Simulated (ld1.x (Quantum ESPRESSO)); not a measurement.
# Reading a pseudo-wave (Ce (Z = 58))

Columns: radius, all-electron u(r) and pseudo u(r) of the 5s shell (level -40.64 eV) of cerium in the configuration [Kr] 4d10 4f1 5s2 5p6 5d1 6s2 6p0; PW91, scalar-relativistic, ultrasoft scheme, ld1.x (Quantum ESPRESSO) 7.5.

```
r (bohr)  all-electron  pseudo
   0.180        0.3189  0.2868
   0.360       -0.2044  0.5522
   0.540       -0.5085  0.7772
   0.720       -0.1001  0.9476
   0.900        0.4244  1.0547
   1.080        0.7826  1.0970
   1.260        0.9437  1.0791
   1.440        0.9593  1.0113
   1.620        0.8874  0.9076
   1.800        0.7741  0.7835
   1.980        0.6491  0.6540
   2.160        0.5294  0.5313
   2.340        0.4230  0.4233
   2.520        0.3330  0.3330
   2.700        0.2592  0.2592
   2.880        0.2000  0.2000
   3.060        0.1533  0.1533
   3.240        0.1169  0.1169
   3.420        0.0888  0.0888
   3.600        0.0672  0.0672
   3.780        0.0507  0.0507
   3.960        0.0382  0.0382
   4.140        0.0287  0.0287
   4.320        0.0215  0.0215
   4.500        0.0161  0.0161
   4.680        0.0120  0.0120
```

Problem. How many radial nodes do the two functions have?

Solution. The all-electron 5s function has n − l − 1 = 4 (the table is too coarse to show those close to the nucleus); the pseudo-wave has 0, since the states of the same l below it are removed with the core.

Problem. At about which radius was the pseudo-wave matched?

Solution. 2.50 bohr, where the columns begin to agree (steps of 0.18 bohr).

Problem. Is the pseudo-wave norm-conserving?

Solution. No, it belongs to an ultrasoft set: the norm inside the radius is not constrained, and the difference is carried by the augmentation charge.
